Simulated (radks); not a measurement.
The numbers below are computed, except where a source is named.
Problem. Radial electron density D(r) = 4 pi r^2 rho(r) of an atom or ion with 43 electrons. Code: a radial shooting solver on a logarithmic mesh with Libxc functionals. Model: scalar-relativistic Kohn-Sham, BLYP, spin-polarised, spherical densities, point nucleus.

```
   r/bohr * D(r) (the largest magnitude, 74, reaches the edge; | marks zero)
 0.004074 |        *
 0.004668 |          *
 0.005305 |            *
 0.006078 |               *
 0.006963 |                  *
 0.007914 |                     *
 0.009067 |                         *
  0.01031 |                            *
  0.01181 |                                *
  0.01342 |                                    *
  0.01537 |                                       *
  0.01747 |                                         *
  0.02002 |                                          *
  0.02275 |                                           *
  0.02607 |                                          *
  0.02963 |                                         *
  0.03394 |                                       *
  0.03889 |                                     *
   0.0442 |                                    *
  0.05063 |                                     *
  0.05755 |                                        *
  0.06593 |                                            *
  0.07494 |                                                *
  0.08585 |                                                    *
  0.09758 |                                                      *
   0.1118 |                                                     *
   0.1271 |                                                *
   0.1456 |                                           *
   0.1668 |                                     *
   0.1895 |                                   *
   0.2172 |                                    *
   0.2468 |                                        *
   0.2828 |                                          *
   0.3214 |                                          *
   0.3682 |                                     *
   0.4185 |                             *
   0.4794 |                     *
   0.5449 |              *
   0.6243 |           *
   0.7096 |           *
   0.8129 |           *
   0.9314 |            *
    1.059 |          *
    1.213 |        *
    1.378 |      *
    1.579 |   *
    1.795 |  *
    2.056 |*
    2.337 |*
    2.677 *
    3.043 *
    3.486 *
    3.963 *
     4.54 *
```

What is the nuclear charge?

Solution. Z = 46. The innermost maximum, from 1s, lies near gamma/Z bohr with gamma = sqrt(1 - (Z/c)^2) = 0.942, here 0.0205 bohr (found: 0.0224), and its height grows with Z. The density is that of the palladium ion Pd3+ in [Kr] 4d7; the configuration itself is not fixed sharply by these data, and Z only to a few units. D(r) has 4 maxima, at r = 0.0224, 0.0984, 0.299, 0.888 bohr, and minima at 0.0442, 0.194, 0.682 bohr, inside which lie 2.01, 11.16, 29.11 electrons.
